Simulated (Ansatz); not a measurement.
Geometry optimisation, Ansatz, RKS BLYP-D4/def2-SVP.

The input (input.yaml):

```yaml
crystal:
  periodic: [false, false, false]
  atoms:
    - { symbol: Ga, position_ang: [-0.8646, 0.788941, -0.294673] }
    - { symbol: Cl, position_ang: [1.884531, -1.350881, 0.301644] }
    - { symbol: O, position_ang: [-1.29705, -0.294218, 0.913844] }
    - { symbol: H, position_ang: [0.70405, -1.353031, 0.898713] }
    - { symbol: Cl, position_ang: [-0.426831, 2.20919, -1.819528] }
basis:
  gaussian: { orbitals: def2-SVP }
hamiltonian:
  xc: blyp
  dispersion: d4
relax:
  f_tol: 0.03
  max_steps: 50
```

Run as:

```bash
$ ansatz run input.yaml --threads 2 --pin off --max-ram 3072MiB --backend cpu --events-out ev --progress --plain --runs-dir out
```

Where does it end, and by what steps?

The run converged. After 13 steps the energy has fallen by 2.693 eV; H4 moved furthest, 1.47 Å. Parted: Cl2–H4. Joined: Ga1–Cl2, O3–H4.

```json
{"step": "0", "energy less start (eV)": "0.0000", "largest force component (eV/Å)": "0.317", "accepted": "yes"}
{"step": "1", "energy less start (eV)": "-0.0993", "largest force component (eV/Å)": "0.512", "accepted": "yes"}
{"step": "2", "energy less start (eV)": "-0.1437", "largest force component (eV/Å)": "0.780", "accepted": "yes"}
{"step": "3", "energy less start (eV)": "-0.2285", "largest force component (eV/Å)": "0.782", "accepted": "yes"}
{"step": "4", "energy less start (eV)": "-0.3001", "largest force component (eV/Å)": "1.002", "accepted": "yes"}
{"step": "5", "energy less start (eV)": "-0.8362", "largest force component (eV/Å)": "2.434", "accepted": "yes"}
{"step": "6", "energy less start (eV)": "-1.4594", "largest force component (eV/Å)": "2.399", "accepted": "yes"}
{"step": "7", "energy less start (eV)": "-2.0636", "largest force component (eV/Å)": "1.116", "accepted": "yes"}
{"step": "8", "energy less start (eV)": "-2.3114", "largest force component (eV/Å)": "0.750", "accepted": "yes"}
{"step": "9", "energy less start (eV)": "-2.5762", "largest force component (eV/Å)": "0.532", "accepted": "yes"}
{"step": "10", "energy less start (eV)": "-2.6738", "largest force component (eV/Å)": "0.323", "accepted": "yes"}
{"step": "11", "energy less start (eV)": "-2.6846", "largest force component (eV/Å)": "0.311", "accepted": "yes"}
{"step": "12", "energy less start (eV)": "-2.6913", "largest force component (eV/Å)": "0.058", "accepted": "yes"}
{"step": "13", "energy less start (eV)": "-2.6931", "largest force component (eV/Å)": "0.013", "accepted": "yes"}
```

```xyz
5
Properties=species:S:1:pos:R:3
Ga 0.122 0.250 -0.290
Cl 2.104 -0.597 -0.497
O -1.051 -0.406 0.898
H -0.668 -1.157 1.395
Cl -0.507 1.910 -1.506
```

Whether the end is a true minimum wasn't checked by a vibrational analysis.

The run took 17 s on 2 threads of Arm Neoverse V2, on a shared host, peak memory 0.13 GiB.
